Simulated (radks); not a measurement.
Coulomb parameter of the 4f shell of the thulium ion Tm2+ in the model configuration [Xe] 4f12 6s1, as a second difference U = [E(n + 0.5) + E(n - 0.5) - 2 E(n)] / (0.5)^2 with all orbitals relaxed. "Bare": the charge of the atom changes with n. "Screened": the 6s shell takes up the change at fixed total charge, which measures U(4f,4f) + U(6s,6s) - 2 U(4f,6s). All-electron calculation, scalar-relativistic Kohn-Sham, r2SCAN, spin-unpolarised, spherical densities, finite nucleus; meta-GGA in the generalised Kohn-Sham scheme; Fermi nuclear charge, rms radius 5.2256 fm. Program: a radial shooting solver on a logarithmic mesh with Libxc functionals.

| case | configuration | E - E(n) (eV) |
|---|---|---|
| start | [Xe] 4f12 6s1 | 0.000 |
| bare +0.5 | [Xe] 4f12.5 6s1 | -11.097 |
| bare -0.5 | [Xe] 4f11.5 6s1 | 15.765 |
| screened +0.5 | [Xe] 4f12.5 6s0.5 | -3.989 |
| screened -0.5 | [Xe] 4f11.5 6s1.5 | 5.882 |

U(bare) = 18.672 eV, U(screened by 6s) = 7.574 eV, against the Slater integral F0(4f,4f) = 33.947 eV with frozen orbitals.
